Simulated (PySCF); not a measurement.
CH3AlF, charge +1. Atoms are numbered in the order given.

```xyz
6

Al     0.0000     0.0000     0.1209
C      0.0000     0.0000    -1.7808
H      0.8943    -0.5163    -2.1394
H      0.0000     1.0326    -2.1394
H     -0.8943    -0.5163    -2.1394
F      0.0000     0.0000     1.7257
```
Charge +1, spin multiplicity 1.

Geometry optimised at ωB97X-D3(BJ)/def2-TZVP. The multiplicity is an assumed one; other spin states were not compared. The isomer is the one that the SMILES or the coordinates give; other isomers of the formula were not compared.

All values below come from PySCF with PBE/pcSseg-2.

GIAO shieldings, no solvent; atoms alike by connectivity are averaged. δ = σ(ref) − σ: ¹³C against TMS (σ = 181.4 ppm); ¹H against TMS (σ = 31.47 ppm); ¹⁹F against CFCl3 (σ = 132.0 ppm), references at their B3LYP-D3(BJ)/def2-TZVP geometries, non-relativistic.

```
atoms       nucleus  count  δ (ppm)
----------  -------  -----  -------
C2              ¹³C      1    -11.1
H3, H4, H5       ¹H      3      [?]
F6              ¹⁹F      1   -153.6
```

**Question.** Some entries are withheld; supply them. (The exact figures need the calculation; the answer reports its results.)

**Answer.** 
- H3, H4, H5, δ (ppm): 1.92
